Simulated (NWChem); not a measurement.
System: sulfur difluoride (SF2); SMILES S(F)F

NWChem input:

```
start job
memory heap 200 mb stack 900 mb global 1100 mb
geometry units angstroms noautosym nocenter noautoz
  F      1.227542     0.000000    -0.496096
  S      0.000000     0.000000     0.548457
  F     -1.227542     0.000000    -0.496096
end
basis spherical
  * library def2-svp
end
dft
  xc pbe0
  iterations 150
end
cosmo
  do_cosmo_smd true
  solvent hexane
end
task dft energy
```

Output (shortened):

```
             Northwest Computational Chemistry Package (NWChem) 7.3.0
             --------------------------------------------------------

                             Geometry "geometry" -> ""
                             -------------------------

 Output coordinates in angstroms (scale by  1.889725989 to convert to a.u.)

  No.       Tag          Charge          X              Y              Z
 ---- ---------------- ---------- -------------- -------------- --------------
    1 F                    9.0000     1.22754200     0.00000000    -0.49609600
    2 S                   16.0000     0.00000000     0.00000000     0.54845700
    3 F                    9.0000    -1.22754200     0.00000000    -0.49609600

 Effective nuclear repulsion energy (a.u.)     112.0126537180

                                 NWChem DFT Module
                                 -----------------

 Summary of "ao basis" -> "ao basis" (spherical)
 ------------------------------------------------------------------------------
       Tag                 Description            Shells   Functions and Types
 ---------------- ------------------------------  ------  ---------------------
 F                          def2-svp                 6       14   3s2p1d
 S                          def2-svp                 8       18   4s3p1d

 in cosmo_initialize ...
 calling solv_data for solv:hexane

 solvent parameters
 solvname_short: hexane
 solvname_long:  n-hexane
 dielec:        1.8819
 dielecinf:     1.8903
 nonaqueous SMD model solvent descriptors
 dielec:        1.8819
 sola:          0.0000
 solb:          0.0000
 solc:          0.0000
 solg:         25.7500
 solh:          0.0000
 soln:          1.3749

          ---------------
          -cosmo- solvent
          ---------------
 Cosmo: York-Karplus, doi: 10.1021/jp992097l
 dielectric constant -eps-     =   1.88
 screen = (eps-1)/(eps    )    =   0.46862
 surface charge correction     = lagrangian

   van der Waals surface
 --------------------------

 ---------- ATOMIC COORDINATES (A.U.) ------------ VDWR(ANG.) --
     1    2.31971802    0.00000000   -0.93748550     1.730
     2    0.00000000    0.00000000    1.03643345     2.490
     3   -2.31971802    0.00000000   -0.93748550     1.730
 number of segments per atom =        128
 number of   points per atom =        128
 atom (   nspa,  nppa )
 ----------------------
    1 (     66,     0 )       0
    2 (    100,     0 )       0
    3 (     66,     0 )       0
 number of -cosmo- surface points =      232
 molecular surface =     90.192 angstrom**2
 molecular volume  =     75.686 angstrom**3
 -lineq- algorithm             =   0
 -bem- low  level              =   3
 -bem- from -octahedral-
 gaussian surface charge width =   4.50000
 degree of switching           =   1.00000
 switching function tolerance  =   0.00010
 atomic radii =
 --------------
    1  9.000  1.730
    2 16.000  2.490
    3  9.000  1.730
 ...... end of -cosmo- initialization ......

 nat:                     3
 ixmem:                   608
 calling mnsol_interface()
 G(SMD-CDS) energy (kcal/mol)  =    -0.799
 SMD-CDS SASA (angstrom**2)    =    86.467

            General Information
            -------------------
          SCF calculation type: DFT
          Wavefunction type:  closed shell.
          No. of atoms     :     3
          No. of electrons :    34
           Alpha electrons :    17
            Beta electrons :    17
          Charge           :     0
          Spin multiplicity:     1
          Use of symmetry is: off; symmetry adaption is: off
          Maximum number of iterations: 150
          AO basis - number of functions:    46
                     number of shells:    20
          Convergence on energy requested:  1.00D-06
          Convergence on density requested:  1.00D-05
          Convergence on gradient requested:  5.00D-04

              XC Information
              --------------
                         PBE0 Method XC Functional
                     Hartree-Fock (Exact) Exchange  0.250
          PerdewBurkeErnzerhof Exchange Functional  0.750
            Perdew 1991 LDA Correlation Functional  1.000 local
           PerdewBurkeErnz. Correlation Functional  1.000 non-local

             Grid Information
             ----------------
          Grid used for XC integration:  medium
          Radial quadrature: Mura-Knowles
          Angular quadrature: Lebedev.
          Tag              B.-S. Rad. Rad. Pts. Rad. Cut. Ang. Pts.
          ---              ---------- --------- --------- ---------
          F                   0.50       49           6.0       434
          S                   1.00       88           5.0       590
          Grid pruning is: on
          Number of quadrature shells:   186
          Spatial weights used:  Erf1

      Superposition of Atomic Density Guess
      -------------------------------------

 Sum of atomic energies:        -595.93234118

      Non-variational initial energy
      ------------------------------

 Total energy =    -596.182224
 1-e energy   =   -1051.100118
 2-e energy   =     342.905240
 HOMO         =      -0.213446
 LUMO         =       0.000465

   convergence    iter        energy       DeltaE   RMS-Dens  Diis-err
 ---------------- ----- ----------------- --------- --------- ---------
     COSMO gas phase
 d= 0,ls=0.0,diis     1   -597.1190905470 -7.09D+02  2.35D-02  6.75D-01
 d= 0,ls=0.0,diis     2   -597.0881157040  3.10D-02  1.29D-02  1.12D+00
 d= 0,ls=0.0,diis     3   -597.1898292925 -1.02D-01  2.26D-03  4.19D-02
 d= 0,ls=0.0,diis     4   -597.1931394312 -3.31D-03  3.65D-04  7.42D-04
 d= 0,ls=0.0,diis     5   -597.1932036992 -6.43D-05  3.15D-05  1.28D-06
 d= 0,ls=0.0,diis     6   -597.1932038686 -1.69D-07  4.08D-06  5.11D-08

   convergence    iter        energy       DeltaE   RMS-Dens  Diis-err
 ---------------- ----- ----------------- --------- --------- ---------
     COSMO solvation phase
 d= 0,ls=0.0,diis     1   -597.1953366088 -2.13D-03  4.72D-04  1.46D-04
 d= 0,ls=0.0,diis     2   -597.1953536462 -1.70D-05  1.70D-04  1.71D-04
 d= 0,ls=0.0,diis     3   -597.1953699138 -1.63D-05  3.53D-05  1.06D-05
 d= 0,ls=0.0,diis     4   -597.1953707551 -8.41D-07  7.19D-06  3.43D-07

         Total DFT energy =     -597.195370755083
      One electron energy =    -1050.400216133517
           Coulomb energy =      387.443767884366
    Exchange-Corr. energy =      -46.272408351054
 Nuclear repulsion energy =      112.012653718032

             COSMO energy =        0.020832127091

 Numeric. integr. density =       34.000002713069

                                COSMO-SMD solvation results
                                ---------------------------

             internal energy in gas <Psi(g)|H|Psi(g)> =      -597.193203868573
         internal energy in solvent <Psi(s)|H|Psi(s)> =      -597.193168017878
                               delta internal energy  =         0.000035850695 (    0.02 kcal/mol)
   total free energy in solvent <Psi(s)|H+V/2|Psi(s)> =      -597.194097355706
 polarization energy contribution <Psi(s)|V/2|Psi(s)> =        -0.000929337828 (   -0.58 kcal/mol)
    total free energy in solvent including G(SMD-CDS) =      -597.195370755083
                       G(SMD-CDS) energy contribution =        -0.001273399377 (   -0.80 kcal/mol)
     1 M fixed-concentration free energy of solvation =        -0.002166886510 (   -1.36 kcal/mol)

                       DFT Final Molecular Orbital Analysis
                       ------------------------------------

 Vector   15  Occ=2.000000D+00  E=-4.556124D-01
              MO Center=  1.8D-08,  5.2D-10, -4.5D-01, r^2= 2.0D+00
   Bfn.  Coefficient  Atom+Function         Bfn.  Coefficient  Atom+Function
  ----- ------------  ---------------      ----- ------------  ---------------
     4      0.403805  1 F  px                36      0.403805  3 F  px
     7     -0.280184  1 F  px                39     -0.280184  3 F  px
     6      0.264702  1 F  pz                38     -0.264702  3 F  pz
     9     -0.176330  1 F  pz                41      0.176330  3 F  pz
    25     -0.084770  2 S  px                31      0.046805  2 S  d  1

 Vector   16  Occ=2.000000D+00  E=-4.393572D-01
              MO Center= -4.0D-08,  9.4D-10,  3.1D-02, r^2= 2.2D+00
   Bfn.  Coefficient  Atom+Function         Bfn.  Coefficient  Atom+Function
  ----- ------------  ---------------      ----- ------------  ---------------
     6      0.399031  1 F  pz                38      0.399031  3 F  pz
    18      0.335513  2 S  s                  9     -0.294646  1 F  pz
    41     -0.294646  3 F  pz                17      0.290897  2 S  s
    24      0.233625  2 S  pz                16     -0.212556  2 S  s
    27      0.155683  2 S  pz                21      0.127075  2 S  pz

 Vector   17  Occ=2.000000D+00  E=-2.642708D-01
              MO Center=  6.7D-09, -1.4D-08,  3.8D-01, r^2= 1.6D+00
   Bfn.  Coefficient  Atom+Function         Bfn.  Coefficient  Atom+Function
  ----- ------------  ---------------      ----- ------------  ---------------
    26      0.611827  2 S  py                23      0.476305  2 S  py
     5      0.259399  1 F  py                37      0.259399  3 F  py
    20      0.254271  2 S  py                 8     -0.207722  1 F  py
    40     -0.207722  3 F  py

 Vector   18  Occ=0.000000D+00  E=-5.206663D-02
              MO Center=  1.1D-08, -9.2D-11,  5.9D-01, r^2= 1.8D+00
   Bfn.  Coefficient  Atom+Function         Bfn.  Coefficient  Atom+Function
  ----- ------------  ---------------      ----- ------------  ---------------
    25      0.871284  2 S  px                22      0.417789  2 S  px
     3     -0.278376  1 F  s                 35      0.278376  3 F  s
     6      0.248070  1 F  pz                38     -0.248070  3 F  pz
     9     -0.243411  1 F  pz                41      0.243411  3 F  pz
    19      0.228510  2 S  px                31     -0.140273  2 S  d  1

 Vector   19  Occ=0.000000D+00  E=-1.358146D-02
              MO Center= -6.7D-09,  7.0D-09,  1.7D-01, r^2= 1.7D+00
   Bfn.  Coefficient  Atom+Function         Bfn.  Coefficient  Atom+Function
  ----- ------------  ---------------      ----- ------------  ---------------
    27      0.826973  2 S  pz                24      0.399475  2 S  pz
    18     -0.377232  2 S  s                 17     -0.356549  2 S  s
     3      0.331078  1 F  s                 35      0.331078  3 F  s
     7     -0.313377  1 F  px                39      0.313377  3 F  px
     4      0.296874  1 F  px                36     -0.296874  3 F  px

 Vector   20  Occ=0.000000D+00  E= 3.141419D-01
              MO Center= -2.1D-08,  6.1D-08,  4.5D-01, r^2= 2.6D+00
   Bfn.  Coefficient  Atom+Function         Bfn.  Coefficient  Atom+Function
  ----- ------------  ---------------      ----- ------------  ---------------
    18      2.341259  2 S  s                 17     -2.063040  2 S  s
    16      0.477424  2 S  s                  3     -0.429620  1 F  s
    35     -0.429620  3 F  s                 27     -0.398690  2 S  pz
     7      0.138394  1 F  px                39     -0.138394  3 F  px
    32     -0.102685  2 S  d  2               6     -0.077292  1 F  pz

     Multipole analysis of the density
     ---------------------------------

     L   x y z        total         alpha         beta         nuclear
     -   - - -        -----         -----         ----         -------
     0   0 0 0     -0.000000    -17.000000    -17.000000     34.000000

     1   1 0 0     -0.000000     -0.000000     -0.000000      0.000000
     1   0 1 0      0.000000      0.000000      0.000000      0.000000
     1   0 0 1      0.588554      0.440179      0.440179     -0.291804

     2   2 0 0    -17.051713    -56.955682    -56.955682     96.859650
     2   1 1 0      0.000000      0.000000      0.000000      0.000000
     2   1 0 1     -0.000000     -0.000000     -0.000000      0.000000
     2   0 2 0    -16.864976     -8.432488     -8.432488      0.000000
     2   0 1 1      0.000000      0.000000      0.000000      0.000000
     2   0 0 2    -15.493229    -24.250080    -24.250080     33.006932
```

Level: PBE0/def2-SVP, SMD on the gas-phase geometry. All runs use the structure optimised with PBE0/def2-SVP. Solvent: n-hexane.
